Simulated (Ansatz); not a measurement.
Isolated molecules relaxed with PBE0-D4/def2-TZVP in Ansatz; ΔE leaves out vibrations. CCSD(T)/CBS is the MP2 limit (def2-TZVPP, def2-QZVPP) plus CCSD(T) − MP2 in def2-TZVPP, frozen cores. This one scheme is used for every species. DFT in def2-TZVPP. B3LYP here is the variant with VWN-RPA as its local correlation; programs differ in this. For Ge outer-core shells are correlated without core-valence functions, which leaves a few kJ/mol of doubt a bond. Scalar relativity is left out up to krypton. Each species was taken in one conformer, which may not be the lowest.

Reaction (substitution at a C–Ge bond): `O=C(O)[CH2][GeH3]` + CH₃OH → `COCC(=O)O` + GeH₄

Is it downhill or uphill in electronic energy at CCSD(T)/CBS, and by how much? (Best estimate.)

Ansatz gave: Uphill: ΔE = +18.3 kcal/mol.

What do these levels give: PBE-D4, PBE0-D4, B3LYP-D4, ωB97X-V, ωB97M-V, B2PLYP, r2SCAN, B3LYP, HF/def2-QZVPP, MP2/def2-QZVPP, SCS-MP2/def2-QZVPP, CCSD/CBS(def2)? (An estimate is asked.)

Ansatz gave: PBE-D4 16.0, PBE0-D4 16.7, B3LYP-D4 15.7, ωB97X-V 15.2, ωB97M-V 16.1, B2PLYP 16.6, r2SCAN 16.0, B3LYP 15.5, HF/def2-QZVPP 14.7, MP2/def2-QZVPP 20.0, SCS-MP2/def2-QZVPP 18.6, CCSD/CBS(def2) 18.3 kcal/mol.

Largest T1 diagnostic among the species: 0.014.

In def2-TZVPP, CCSD(T) changes the Hartree–Fock value by +2.4 kcal/mol (the triples alone add −0.0 kcal/mol) and MP2 by +4.5 kcal/mol.
